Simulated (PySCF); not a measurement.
C4H2BrCl, SMILES C(/Cl)(Br)=C\C#C. The structure is a stationary point at PBE-D3(BJ)/def2-SVP. The structure was generated by enumeration; whether it is a known compound was not checked.

Calculation: PySCF with PBE-D3(BJ)/def2-SVP.

Harmonic wavenumbers (cm⁻¹): 103, 136, 232, 288, 407, 439, 476, 570, 608, 659, 790, 882, 1030, 1211, 1586, 2146, 3091, 3407. Rotational constants (GHz): 2.141, 1.463, 0.8693; symmetry number 1.

Question: Work out the zero-point energy and the ideal-gas rigid-rotor harmonic-oscillator thermochemistry at 298.15 K and 1 atm.

Answer: ZPE = ½ Σ hcν = ½ × 18060 cm⁻¹ = 108.02 kJ/mol. H − E(el) = 127.97 kJ/mol. Entropy in J/(mol K): translation 172.46, rotation 122.00, vibration 58.12, total 352.57. G − E(el) = 22.85 kJ/mol. Cp = 101.52 J/(mol K). Modes under 150 cm⁻¹ make the vibrational entropy uncertain.
